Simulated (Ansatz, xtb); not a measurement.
Process, species as SMILES: CC(C)C([SiH3])[SiH3] + 5 [H][H] (H2) → 4 C (CH4) + 2 [SiH4] (SiH4)
Geometries: B3LYP-D3(BJ)/def2-TZVP minima from Ansatz (a first-principles code), one conformer each, not searched for the lowest.
Geometry of the first species:
```
C
H 1 1.0980
C 1 1.5556 2 108.04
H 3 1.0968 1 107.56 2 74.45
C 3 1.5295 4 106.88 1 119.75
H 5 1.0918 3 111.11 4 -60.14
H 5 1.0919 6 107.91 3 122.13
H 5 1.0921 6 107.94 7 116.22
C 3 1.5299 4 107.28 5 118.82
H 9 1.0906 3 111.97 4 64.13
H 9 1.0914 10 107.92 3 121.87
H 9 1.0933 10 107.74 11 115.59
Si 1 1.8847 2 104.07 3 119.43
H 13 1.4821 1 111.45 2 -179.03
H 13 1.4830 14 108.20 10 145.61
H 13 1.4845 14 108.20 15 117.75
Si 1 1.8875 2 104.84 3 -124.33
H 17 1.4822 1 108.67 2 -42.87
H 17 1.4828 18 108.13 1 120.97
H 17 1.4830 18 108.34 19 116.72
```

Quantity: energy of full hydrogenation (electronic energy difference), in kcal/mol. Correlated levels leave the core frozen unless marked. Spin-orbit coupling is left out. No relativistic terms. Basis-set limits of correlation are two-point, X^-3; Hartree-Fock from the larger set. [CCSD(T)-MP2]/basis is that difference in the basis named.

| level | program | energy of full hydrogenation (kcal/mol) |
|---|---|---|
| GFN2-xTB | xtb | -101.3 |
| HF/aug-cc-pV(D+d)Z | Ansatz | -92.8 |
| HF/cc-pV(Q+d)Z | Ansatz | -91.7 |
| PBE/def2-TZVPD | Ansatz | -68.1 |
| PBE-D3(BJ)/def2-TZVPD | Ansatz + dftd3 | -60.3 |
| BLYP-D4/def2-TZVPD | Ansatz + dftd4 | -61.9 |
| PBE0-D3(BJ)/def2-TZVPD | Ansatz + dftd3 | -63.0 |
| r2SCANh-D4/def2-TZVPD | Ansatz + dftd4 | -63.4 |
| CAM-B3LYP-D3(BJ)/def2-TZVPD | Ansatz + dftd3 | -69.3 |
| LC-wPBE/def2-TZVPD | Ansatz | -69.9 |
| wB97X-V/def2-TZVPD | Ansatz | -64.1 |
| B2GP-PLYP/def2-TZVPD | Ansatz | -68.1 |
| MP2/aug-cc-pV(T+d)Z | Ansatz | -56.1 |
| RI-MP2/cc-pV(Q+d)Z | Ansatz | -57.4 |
| SCS-MP2/6-31G* | Ansatz | -61.9 |
| CCSD/6-31G | Ansatz | -63.4 |
| CCSD(T)/STO-3G | Ansatz | -54.0 |
| CCSD(T)/cc-pV(T+d)Z | Ansatz | -64.2 |
| RI-MP2/CBS(aug-cc-pV(T+d)Z,aug-cc-pV(Q+d)Z)+[CCSD(T)-MP2]/aug-cc-pV(D+d)Z | Ansatz | -62.0 |
| RI-MP2/CBS(cc-pV(T+d)Z,cc-pV(Q+d)Z)+[CCSD(T)-MP2]/cc-pV(D+d)Z | Ansatz | -62.5 |
| RI-MP2/CBS(aug-cc-pV(T+d)Z,aug-cc-pV(Q+d)Z)+[CCSD(T)-MP2]/aug-cc-pV(T+d)Z | Ansatz | -61.8 |
